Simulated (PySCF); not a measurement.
# What a mistake does to a calculation on C2ClH5Si

These are calculations, not measurements. The program is PySCF 2.14.0, an open-source quantum chemistry code, run on an isolated molecule that a program drew, which may never have been made. The molecule is C2ClH5Si (charge 0, singlet), drawn as the SMILES string `CC[Si]Cl`.

Each row is a Hartree-Fock (HF) and frozen-core CCSD(T) single point in the cc-pV(D+d)Z basis, meant for a local HF minimum. Run 1 is clean. Each other run has one planted mistake out of seven kinds, and not every kind appears here: one electron removed, one electron added, multiplicity raised by two, geometry at a saddle point, minimal basis STO-3G, one bond length entered in bohr, all coordinates scaled. The reference is restricted for singlets and unrestricted otherwise, and also for a bond in bohr. Adding or removing an electron swaps singlet and doublet. Electrons count all cores. HOMO and LUMO are orbital energies over both spins, the gradient is its largest component, and the lowest frequency (negative if imaginary) is given only where the gradient is small. Bond lengths are over the 8 bonds as drawn. T1 is the CCSD diagnostic: over 0.02 (restricted) or 0.045 (unrestricted) a single reference is doubtful.

Geometry of the clean run:
```xyz
9
C2ClH5Si, angstrom
C    -0.2514    0.7245   -0.6643
C     0.4485    1.7579   -1.5566
Si    1.5178    3.1400   -0.8059
Cl    2.6132    2.0461    0.6357
H    -0.8220    0.0141   -1.2665
H    -0.9509    1.2037    0.0256
H     0.4679    0.1622   -0.0696
H    -0.2814    2.2621   -2.2027
H     1.1398    1.2482   -2.2493
```

```
run,electrons,basis functions,<S^2>,HOMO (eV),LUMO (eV),gradient (hartree/bohr),lowest frequency (cm^-1),mean bond (Å),longest bond (Å),T1,HF (hartree),CCSD(T) (hartree),mistake
1,48,99,0.000,-9.00,0.74,6.5e-06,26,1.3784,2.115,0.0117,-827.10138,-827.68127,no fault
2,48,99,2.006,-7.83,0.01,2.7e-02,-,1.3784,2.115,0.0156,-827.06125,-827.61811,multiplicity raised by two
3,47,99,0.772,-16.95,-6.92,4.8e-02,-,1.3784,2.115,0.0206,-826.80923,-827.36631,one electron removed
4,48,99,0.000,-9.20,0.49,2.6e-02,-,1.4335,2.200,0.0124,-827.08979,-827.67506,all coordinates scaled
5,49,99,0.777,-0.88,8.14,4.6e-02,-,1.3784,2.115,0.0124,-827.10346,-827.68625,?
```

**Which mistake was planted in run 5, and what did it cost?**

It counts 49 electrons, one more than the clean run, at the same geometry and basis. So the mistake is: one electron added. Subtracting run 1 and multiplying by 627.51 kcal/mol a hartree, the energy moved by -1.3 kcal/mol in HF and -3.1 kcal/mol in CCSD(T).

